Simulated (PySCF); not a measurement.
**Electron correlation in Al⁺ (aluminium, charge +1)**

[Ne] 3s1 3p1, high-spin 3P determinant (an excited configuration). All numbers are calculated (PySCF 2.14, the spin-free X2C one-electron Hamiltonian (Gaussian nucleus), in x2c-TZVPPall (5s5p3d1f, 42 functions)). Frozen: [Ne]; 2 electrons correlated.

With two correlated electrons CCSD is exact within the correlated space (frozen core and kept virtual orbitals).

```tsv
level	correlation energy (mhartree)
CCSD	-4.37
```

Diagnostics: T1 = 0.0038, D1 = 0.0071, largest double amplitude 0.048.

Cost of the coupled-cluster step: of the order of 0.24 core-seconds, for 2 correlated electrons.

Iterations:

```
CC2 = 0
CCSD nocc = (np.int64(2), np.int64(0)), nmo = (37, 37)
frozen orbitals [[0, 1, 2, 3, 4], [0, 1, 2, 3, 4]]
max_cycle = 100
direct = 0
conv_tol = 1e-08
conv_tol_normt = 1e-06
diis_space = 8
diis_start_cycle = 0
Init t2, MP2 energy = -0.00243483495059459
Init E_corr(UCCSD) = -0.00243483495337793
cycle = 1  E_corr(UCCSD) = -0.00343381966173073  dE = -0.000998984708  norm(t1,t2) = 0.0197967
cycle = 2  E_corr(UCCSD) = -0.00389617842144957  dE = -0.00046235876  norm(t1,t2) = 0.010195
cycle = 3  E_corr(UCCSD) = -0.00437673755093065  dE = -0.000480559129  norm(t1,t2) = 0.00542762
cycle = 4  E_corr(UCCSD) = -0.00437388826416162  dE = 2.84928677e-06  norm(t1,t2) = 0.000386228
cycle = 5  E_corr(UCCSD) = -0.00437456758028255  dE = -6.79316121e-07  norm(t1,t2) = 3.87451e-05
cycle = 6  E_corr(UCCSD) = -0.00437429549577166  dE = 2.72084511e-07  norm(t1,t2) = 4.51265e-06
cycle = 7  E_corr(UCCSD) = -0.00437439493804327  dE = -9.94422716e-08  norm(t1,t2) = 1.00346e-06
cycle = 8  E_corr(UCCSD) = -0.00437438114322744  dE = 1.37948158e-08  norm(t1,t2) = 2.57141e-07
cycle = 9  E_corr(UCCSD) = -0.00437437810318814  dE = 3.0400393e-09  norm(t1,t2) = 9.55614e-08
UCCSD converged
E(UCCSD) = -241.977508211215  E_corr = -0.004374378103188145
```

The basis was made for the ground configuration and has no added diffuse functions, which can raise the energy of the promoted electron.
